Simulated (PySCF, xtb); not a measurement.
WO2Cl, SMILES [Cl][W+](=[O])=[O], charge +1, multiplicity 1.

Harmonic wavenumbers (cm⁻¹) from GFN2-xTB (xtb 6.7.1) at its own minimum, in rising order: 135, 166, 224, 329, 738, 761.

Task: What does PySCF 2.14.0 with PBE-D3(BJ)/def2-SVP give at its own minimum? (Estimate from the structure and the level; the computed values follow.)

Result: 222, 232, 381, 443, 997, 1036. Paired by order, the mean absolute difference is 160 cm⁻¹ and the zero-point energies are 3.4 and 4.7 kcal/mol.
